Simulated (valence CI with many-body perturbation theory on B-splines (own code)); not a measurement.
Values are calculated unless marked as measured or tabulated.
**Te³⁸⁺: input, log and results**

Level of theory: valence CI with perturbative core correlation (CI+MBPT): four valence electrons over a frozen Dirac-Fock core [Ne], radial functions for each j: 6 s, 6 p, 5 d, 3 f, 1 g, with the one-electron correlation potential Σ1 (screened to all orders), the two-electron term Σ2, the three-electron term Σ3, Breit, model QED; selected single and double excitations, second order for the rest, scaled by the run's own slope (own B-spline code, finite nucleus).

Command, and the settings that its task file holds:

```sh
python run_cv.py task.json out
```

```
atom Te  Z=52  mass_number=130  rms_radius_fm=4.7423
core [Ne]
valence 3s2 3p2
avg = 1
basis = S
breit = 1
cap = 10000
capref = 1200
cscale = 1
de = 0.0
dress = 0
eps = 2e-08
extrap = 1
h = 0.27
hh = 1
l2 = 3
lcore = 6
maxit = 2
n2 = 5
natural = 1
nlev = 20
nno = [3, 3, 3, 2, 1]
nroot = 26
nsp = [3, 3, 2, 1, 0]
pt2 = 1
qed = 1
rpa = 1
s1 = 1
s2 = 1
s3 = 1
screen = 1
tol = 2e-05
whole = 1
```

It took 19 s on 1 thread of Intel(R) Xeon(R) Platinum 8259CL CPU @ 2.50GHz (Skylake/Cascade Lake) (shared host).

Log. The first blocks belong to the next ion, which gives the ionisation energy. Fields: 2J, parity (1 odd), roots, reference size, generating configurations, candidates as configurations/state functions, variational space P, stored matrix elements, Davidson steps; e2 is the range of second-order energies in hartree. The first line gives the box (bohr), its intervals, the orbitals and the steps of their self-consistent field. Window is the range of levels sought, series limit the energy at which the first omitted orbital would enter, core excitation an estimate of the first excitation out of the core, left out the lowest levels not solved, and shifts from estimates the range by which levels moved from their first estimate, all in cm⁻¹.

```
rmax 2.2 intervals 56 orbitals 36 references ['3s2 3p2', '3s 3p3', '3s2 3p 3d', '3p4', '3s 3p2 3d'] scf 4 t 1.0
2J=1 par=1 roots 2 ref 37 generators 6 cand 678/960 P 708/997 nnz 0 it 0
2J=1 par=1 roots 2 ref 37 generators 8 cand 374/621 P 1082/1618 nnz 0 it 2
   second order: generators 13 cand 911/1331 e2 -0.00000 -0.00000
reference levels 484, estimated 62, window 2314348 1/cm; series limit 14832833, core excitation 31197699
2J=0 par=0 roots 3 ref 24 generators 11 cand 501/947 P 2194/3469 nnz 1e+06 it 2
2J=0 par=0 roots 3 ref 24 generators 14 cand 438/861 P 2632/4330 nnz 1.5e+06 it 2
   second order: generators 19 cand 2310/4735 e2 -0.00001 -0.00000
2J=2 par=0 roots 3 ref 41 generators 9 cand 347/992 P 1161/3518 nnz 1.5e+06 it 2
2J=2 par=0 roots 3 ref 41 generators 13 cand 1542/6474 P 2703/9992 nnz 9.3e+06 it 2
   second order: generators 17 cand 2161/10457 e2 -0.00002 -0.00001
2J=4 par=0 roots 3 ref 62 generators 11 cand 333/1011 P 1096/3560 nnz 1.7e+06 it 2
2J=4 par=0 roots 3 ref 62 generators 18 cand 1315/6369 P 2411/9929 nnz 9.4e+06 it 2
   second order: generators 24 cand 3189/21669 e2 -0.00021 -0.00003
2J=4 par=1 roots 8 ref 65 generators 19 cand 230/964 P 1027/3440 nnz 1.5e+06 it 2
2J=4 par=1 roots 8 ref 65 generators 21 cand 1367/6555 P 2394/9995 nnz 9.4e+06 it 2
   second order: generators 32 cand 3115/19496 e2 -0.00012 -0.00003
2J=2 par=1 roots 6 ref 53 generators 17 cand 274/986 P 1231/3523 nnz 1.4e+06 it 2
2J=2 par=1 roots 6 ref 53 generators 19 cand 1613/6454 P 2844/9977 nnz 8.5e+06 it 2
   second order: generators 31 cand 3645/18924 e2 -0.00003 -0.00001
2J=6 par=1 roots 4 ref 57 generators 13 cand 208/1004 P 1040/3552 nnz 1.6e+06 it 2
2J=6 par=1 roots 4 ref 57 generators 18 cand 1311/6410 P 2351/9962 nnz 9.6e+06 it 2
   second order: generators 27 cand 3313/24581 e2 -0.00009 -0.00004
2J=0 par=1 roots 2 ref 20 generators 8 cand 434/745 P 2092/3247 nnz 9.4e+05 it 2
2J=0 par=1 roots 2 ref 20 generators 11 cand 452/827 P 2544/4074 nnz 1.4e+06 it 2
   second order: generators 15 cand 1740/3478 e2 -0.00001 -0.00001
2J=8 par=1 roots 1 ref 38 generators 5 cand 360/1574 P 1342/5170 nnz 3.2e+06 it 2
2J=8 par=1 roots 1 ref 38 generators 8 cand 630/2553 P 1972/7723 nnz 6.2e+06 it 2
   second order: generators 12 cand 2577/17581 e2 -0.00004 -0.00004
left out: unestimated 3383380, estimated 2585312, shifts from estimates -6 to 209
operators 0.9
```

The Davidson iterations stopped at their limit. The settings are bad on purpose, so the numbers may not be properties of the ion.

No measured spectrum was set against this ion. As an estimate, large intervals hold to a few tenths of a per cent, small ones and those within an open d or f shell to about a per cent.

```yaml
Valence_energy: -422.2691 hartree
Ionisation_energy: "2701.9 eV (NIST: 2700 ± 4 eV (theoretical))"
Reference_configurations_for_the_orbitals: 3s2 3p2, 3s 3p3, 3s2 3p 3d, 3p4, 3s 3p2 3d
Radial_orbitals: 36
Box_radius: 2.161 bohr
Largest_variational_space: 9995
Lowest_levels: (3s^2 3p1/2^2) J=0 0.00, (3s^2 3p1/2 3p3/2) J=1 61.05, (3s^2 3p1/2 3p3/2) J=2 67.14, (3s^2 3p3/2^2) J=2 132.59, (3s^2 3p3/2^2) J=0 145.96, (3s 3p1/2^2 3p3/2) J=2 156.97, (3s 3p1/2^2 3p3/2) J=1 175.96, (3s^2 3p1/2 3d3/2) J=2 200.75, (3s 3p1/2 3p3/2^2) J=2 [a] 209.60, (3s 3p1/2 3p3/2^2) J=3 218.74, (3s^2 3p1/2 3d3/2) J=1 225.77, (3s^2 3p1/2 3d5/2) J=2 234.53, (3s^2 3p1/2 3d5/2) J=3 235.40, (3s 3p1/2 3p3/2^2) J=0 236.27 eV
```

Levels are named by their leading jj configuration (3d3/2^4 stands for four electrons in 3d with j = 3/2), which in mixed levels can hold well under half, so a name can repeat and another be missing. Letters in brackets count levels of one name in rising energy.
